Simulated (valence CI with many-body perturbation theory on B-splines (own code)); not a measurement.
# W²³⁺: M1 decay

Calculated by relativistic CI+MBPT: five valence electrons over a frozen Dirac-Fock core [Kr] 4d10, a basis of 7 s, 7 p, 7 d, 7 f, 4 g, 2 h functions for each j, with the one-electron correlation potential Σ1, the two-electron term Σ2, the three-electron term Σ3, Breit, model QED; selected CI, second order for the rest, scaled by the run's own slope (own B-spline code, finite nucleus).

No measured levels were compared; by estimate terms of the open shell hold to a few per cent of their energy, and close levels can change places. Core correlation moves these levels by up to 3700 cm⁻¹, and in measured spectra 5 to 20 % of such shifts remained as error; rates that hang on mixing are uncertain with them. Among the levels kept, up to 890 cm⁻¹ of a level comes from second order outside the variational space, and about a tenth of that is noise between levels of different J, which matters for small intervals. Only levels of the ground parity were solved; by the run's estimate the other parity begins above the list, which can be wrong where configurations are misplaced.

Lines 1 to 50 of 120 in falling wavelength, among levels below 97004 cm⁻¹, chosen from the decays that carry over 1 % of a level's rate. Wavelengths and rates use the calculated energies, so an error of 2000 cm⁻¹ moves a line at 1718 nm by 34 % and its rate by three times that or more. S is in atomic units (e²a₀⁴ for E2 and M2, e²a₀⁶ for E3), for M1 in squared Bohr magnetons. Weak lines are less certain than strong ones. Lines between different terms over intervals too small for the method are left out, as are lines whose strength nearly cancels. Where a level lies close to another of its J and parity, the split of strength between their lines is uncertain. Intervals below about 2000 cm⁻¹, as at the head of this list, are uncertain by tens of per cent.

Names give the largest LS component (configuration and term), which can be under half, so a name can repeat, a term be missing and a line seem to break the LS rules; names also repeat where a configuration has a term twice. Letters in brackets count levels of one name in rising energy.

```csv
λ vac (nm),Upper,Lower,Type,A (s⁻¹),S (a.u.)
13310,4f5 6F°_1/2,4f5 6F°_3/2,M1,5.77e-02,1.01e+01
2215,4f5 6H°_15/2,4f5 6H°_13/2,M1,3.18e+00,2.05e+01
2112,4f5 4M°_21/2,4f5 4M°_19/2,M1,2.23e+00,1.71e+01
1718,4f5 4H°_11/2,4f5 4G°_9/2,M1,4.45e+00,1.00e+01
1522,4f5 6H°_13/2,4f5 6H°_11/2,M1,1.95e+01,3.58e+01
1450,4f5 4F°_3/2,4f5 6F°_5/2 [b],M1,7.55e+00,3.41e+00
1445,4f5 4L°_13/2 [a],4f5 4M°_15/2,M1,2.92e+00,4.58e+00
1291,4f5 6H°_11/2,4f5 6H°_9/2,M1,4.20e+01,4.02e+01
1231,4f5 6F°_11/2,4f5 6F°_9/2,M1,1.65e+01,1.37e+01
1181,4f5 6F°_7/2,4f5 6F°_5/2 [a],M1,3.78e+01,1.84e+01
1165,4f5 6F°_9/2,4f5 6F°_7/2,M1,3.35e+01,1.96e+01
1120,4f5 6H°_9/2,4f5 6H°_7/2,M1,6.75e+01,3.52e+01
1115,4f5 4M°_19/2,4f5 4M°_17/2,M1,2.42e+01,2.48e+01
1058,4f5 6P°_3/2,4f5 4P°_5/2,M1,2.12e+01,3.72e+00
1021,4f5 6H°_7/2,4f5 6H°_5/2,M1,6.88e+01,2.17e+01
896.9,4f5 4G°_9/2,4f5 4G°_7/2 [a],M1,4.38e+01,1.17e+01
815.8,4f5 4F°_5/2,4f5 4P°_5/2,M1,1.22e+01,1.47e+00
804.5,4f5 4L°_15/2,4f5 4M°_17/2,M1,1.72e+01,5.31e+00
767.4,4f5 6F°_7/2,4f5 6H°_9/2,M1,3.51e+00,4.70e-01
767.4,4f5 4M°_15/2,4f5 6H°_15/2,M1,5.87e+01,1.57e+01
745.2,4f5 4M°_17/2,4f5 4M°_15/2,M1,6.73e+01,1.86e+01
741.4,4f5 6F°_5/2 [a],4f5 6H°_7/2,M1,4.14e+00,3.75e-01
727.7,4f5 4K°_15/2 [a],4f5 4L°_13/2 [a],M1,7.63e+01,1.74e+01
720.9,4f5 6F°_9/2,4f5 6H°_11/2,M1,1.90e+00,2.63e-01
711.1,4f5 4G°_7/2 [a],4f5 6F°_5/2 [b],M1,1.00e+02,1.07e+01
702.4,4f5 4G°_9/2,4f5 4I°_9/2,M1,6.59e+00,8.47e-01
682.5,4f5 6F°_5/2 [b],4f5 6F°_7/2,M1,2.82e+01,1.99e+00
664.0,4f5 4P°_5/2,4f5 6F°_5/2 [b],M1,4.75e+01,3.09e+00
650.0,4f5 2P°_1/2,4f5 4F°_3/2,M1,7.28e+00,1.48e-01
648.3,4f5 6F°_11/2,4f5 6H°_13/2,M1,1.00e+00,1.22e-01
569.9,4f5 4M°_15/2,4f5 6H°_13/2,M1,2.32e+01,2.55e+00
567.7,4f5 6P°_3/2,4f5 4F°_3/2,M1,8.98e+00,2.44e-01
565.9,4f5 4H°_7/2,4f5 4G°_7/2 [a],M1,1.16e+01,6.24e-01
537.7,4f5 4L°_13/2 [b],4f5 4K°_11/2,M1,1.47e+02,1.18e+01
533.8,4f5 2G°_9/2,4f5 4G°_7/2 [a],M1,7.48e+00,4.22e-01
528.2,4f5 4L°_15/2,4f5 4L°_13/2 [a],M1,6.23e+00,5.45e-01
521.6,4f5 4L°_13/2 [b],4f5 4L°_13/2 [a],M1,1.09e+02,8.05e+00
516.5,4f5 4H°_11/2,4f5 4K°_11/2,M1,1.79e+01,1.10e+00
501.7,4f5 4H°_11/2,4f5 4L°_13/2 [a],M1,5.41e+00,3.04e-01
501.2,4f5 4L°_13/2 [a],4f5 6H°_15/2,M1,3.11e+00,2.03e-01
498.6,4f5 4H°_11/2,4f5 4I°_9/2,M1,2.51e+00,1.38e-01
496.8,4f5 4G°_7/2 [a],4f5 6F°_9/2,M1,3.08e+01,1.12e+00
489.7,4f5 4F°_5/2,4f5 4F°_3/2,M1,2.53e+02,6.61e+00
484.0,4f5 4K°_15/2 [a],4f5 4M°_15/2,M1,1.59e+02,1.07e+01
481.8,4f5 4H°_7/2,4f5 4I°_9/2,M1,5.58e+00,1.85e-01
473.4,4f5 2G°_9/2,4f5 4K°_11/2,M1,1.09e+01,4.29e-01
462.6,4f5 6F°_9/2,4f5 6H°_9/2,M1,4.97e+00,1.82e-01
458.3,4f5 2G°_9/2,4f5 4I°_9/2,M1,5.97e+01,2.13e+00
455.4,4f5 6F°_7/2,4f5 6H°_7/2,M1,2.39e+01,6.70e-01
454.6,4f5 6F°_11/2,4f5 6H°_11/2,M1,2.76e-01,1.15e-02
```
